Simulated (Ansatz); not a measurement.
A short molecular-dynamics run on the cluster Pt2H3⁻.

```yaml
crystal:
  periodic: [false, false, false]
  atoms:
    - {symbol: Pt, position_ang: [1.357647, -0.453849, 1.206047]}
    - {symbol: Pt, position_ang: [-0.578009, 0.032239, -0.308975]}
    - {symbol: H, position_ang: [-1.965982, 0.717531, -0.308736]}
    - {symbol: H, position_ang: [2.601463, 0.347888, 0.831121]}
    - {symbol: H, position_ang: [-1.415118, -0.643808, -1.419446]}
basis:
  gaussian: {orbitals: def2-SVP}
total_charge: -1
hamiltonian: {xc: {name: BLYP}, dispersion: d3bjatm}
md: {timestep: 1 fs, n_steps: 15, ensemble: nvt_langevin, temperature: 700, initial_velocities: maxwell_boltzmann, friction: 0.01, seed: 911}
scf: {omitted_lower_state_checks: [starts]}
```

```sh
$ ansatz run in.yaml --threads 4 --pin off --events-out ev --progress --plain --max-ram 3916MiB
```

```
step  time (fs)  potential energy (eV)  kinetic (eV)  T (K)
   0        0.0             -6545.1924        0.3619    560
   1        1.0             -6545.1422        0.2859    442
   2        2.0             -6545.0975        0.2551    395
   3        3.0             -6545.1020        0.2634    408
   4        4.0             -6545.1547        0.3378    523
   5        5.0             -6545.2022        0.4200    650
   6        6.0             -6545.2010        0.3888    602
   7        7.0             -6545.1554        0.3223    499
   8        8.0             -6545.0893        0.2775    429
   9        9.0             -6545.0318        0.2313    358
  10       10.0             -6545.0086        0.2258    349
  11       11.0             -6545.0301        0.2731    423
  12       12.0             -6545.0815        0.3506    542
  13       13.0             -6545.1334        0.3517    544
  14       14.0             -6545.1647        0.3617    560
  15       15.0             -6545.1596        0.3552    550
```

Velocities are drawn at the set temperature; a run this short doesn't reach equilibrium. Under Langevin dynamics the printed temperature counts 3N degrees of freedom, so it starts below the set value.

In the def2 sets Pt takes a core potential; there is no spin–orbit coupling. The highest occupied level of an anion often lies above zero with these methods, and sets without diffuse functions describe the outer electron poorly.

Frames (Å, forces in eV/Å):

```xyz
5
time=0.0 fs
Pt    1.358   -0.454    1.206    0.160   -0.413    0.580
Pt   -0.578    0.032   -0.309    0.191    0.142   -0.066
H    -1.966    0.718   -0.309   -0.493    0.256    0.015
H     2.601    0.348    0.831    0.437    0.271   -0.119
H    -1.415   -0.644   -1.419   -0.295   -0.256   -0.410
5
time=1.0 fs
Pt    1.360   -0.454    1.207   -0.692   -0.939    0.847
Pt   -0.580    0.033   -0.310    0.419    0.140    0.069
H    -1.958    0.726   -0.303   -0.615    0.296   -0.022
H     2.577    0.308    0.836    1.287    0.802   -0.390
H    -1.397   -0.679   -1.401   -0.398   -0.299   -0.504
5
time=2.0 fs
Pt    1.362   -0.454    1.208   -1.300   -1.261    1.014
Pt   -0.582    0.033   -0.311    0.427    0.156    0.119
H    -1.958    0.736   -0.303   -0.575    0.256   -0.055
H     2.568    0.278    0.837    1.869    1.136   -0.580
H    -1.384   -0.717   -1.386   -0.421   -0.287   -0.498
5
time=3.0 fs
Pt    1.365   -0.455    1.209   -1.420   -1.248    1.000
Pt   -0.583    0.034   -0.312    0.230    0.172    0.076
H    -1.966    0.749   -0.310   -0.390    0.141   -0.080
H     2.578    0.259    0.833    1.939    1.140   -0.608
H    -1.373   -0.759   -1.374   -0.360   -0.204   -0.388
5
time=4.0 fs
Pt    1.368   -0.456    1.210   -0.975   -0.889    0.781
Pt   -0.584    0.034   -0.312   -0.078    0.170   -0.028
H    -1.979    0.766   -0.321   -0.123   -0.018   -0.096
H     2.609    0.250    0.823    1.423    0.802   -0.448
H    -1.364   -0.801   -1.367   -0.246   -0.064   -0.209
5
time=5.0 fs
Pt    1.371   -0.456    1.211   -0.213   -0.359    0.433
Pt   -0.585    0.034   -0.314   -0.396    0.153   -0.137
H    -1.994    0.783   -0.329    0.158   -0.187   -0.103
H     2.656    0.249    0.806    0.574    0.298   -0.174
H    -1.358   -0.841   -1.362   -0.123    0.095   -0.019
5
time=6.0 fs
Pt    1.373   -0.457    1.212    0.528    0.122    0.088
Pt   -0.587    0.034   -0.315   -0.600    0.158   -0.178
H    -2.010    0.795   -0.338    0.376   -0.320   -0.104
H     2.713    0.250    0.790   -0.253   -0.159    0.098
H    -1.350   -0.875   -1.354   -0.050    0.199    0.097
5
time=7.0 fs
Pt    1.376   -0.458    1.213    1.077    0.462   -0.179
Pt   -0.588    0.035   -0.317   -0.724    0.154   -0.198
H    -2.024    0.801   -0.346    0.531   -0.414   -0.100
H     2.769    0.250    0.779   -0.881   -0.478    0.300
H    -1.340   -0.905   -1.346   -0.002    0.276    0.177
5
time=8.0 fs
Pt    1.378   -0.459    1.213    1.436    0.679   -0.367
Pt   -0.589    0.035   -0.318   -0.785    0.110   -0.217
H    -2.035    0.802   -0.350    0.617   -0.470   -0.100
H     2.818    0.248    0.772   -1.308   -0.676    0.434
H    -1.329   -0.934   -1.339    0.039    0.357    0.251
5
time=9.0 fs
Pt    1.381   -0.459    1.214    1.645    0.803   -0.486
Pt   -0.591    0.035   -0.320   -0.726    0.045   -0.197
H    -2.037    0.799   -0.349    0.601   -0.472   -0.107
H     2.858    0.242    0.768   -1.568   -0.782    0.510
H    -1.319   -0.961   -1.327    0.047    0.406    0.280
5
time=10.0 fs
Pt    1.384   -0.460    1.215    1.719    0.840   -0.539
Pt   -0.592    0.036   -0.321   -0.556    0.007   -0.123
H    -2.033    0.793   -0.349    0.505   -0.429   -0.114
H     2.884    0.228    0.770   -1.678   -0.806    0.535
H    -1.310   -0.982   -1.308    0.011    0.389    0.241
5
time=11.0 fs
Pt    1.387   -0.460    1.216    1.659    0.793   -0.532
Pt   -0.594    0.036   -0.323   -0.292   -0.014   -0.017
H    -2.025    0.782   -0.352    0.334   -0.344   -0.122
H     2.891    0.202    0.774   -1.640   -0.753    0.514
H    -1.299   -0.996   -1.290   -0.060    0.318    0.157
5
time=12.0 fs
Pt    1.390   -0.461    1.217    1.454    0.673   -0.469
Pt   -0.595    0.037   -0.324    0.050   -0.028    0.114
H    -2.015    0.769   -0.356    0.096   -0.226   -0.135
H     2.881    0.166    0.779   -1.445   -0.630    0.449
H    -1.285   -1.008   -1.270   -0.155    0.211    0.042
5
time=13.0 fs
Pt    1.394   -0.462    1.218    1.097    0.492   -0.356
Pt   -0.597    0.037   -0.325    0.395    0.037    0.294
H    -2.006    0.758   -0.360   -0.119   -0.123   -0.154
H     2.858    0.127    0.784   -1.088   -0.450    0.337
H    -1.270   -1.017   -1.247   -0.285    0.044   -0.120
5
time=14.0 fs
Pt    1.397   -0.463    1.219    0.550    0.248   -0.180
Pt   -0.598    0.038   -0.326    0.690    0.163    0.488
H    -2.001    0.751   -0.362   -0.280   -0.053   -0.177
H     2.828    0.087    0.791   -0.536   -0.210    0.163
H    -1.255   -1.026   -1.224   -0.423   -0.149   -0.294
5
time=15.0 fs
Pt    1.401   -0.465    1.220   -0.228   -0.063    0.073
Pt   -0.600    0.038   -0.327    0.941    0.243    0.633
H    -1.996    0.744   -0.362   -0.434    0.015   -0.200
H     2.792    0.050    0.801    0.247    0.098   -0.086
H    -1.243   -1.035   -1.205   -0.526   -0.293   -0.419
```

Hardware: 4 threads of Arm Neoverse V1 on a shared host. Wall time 13 s.
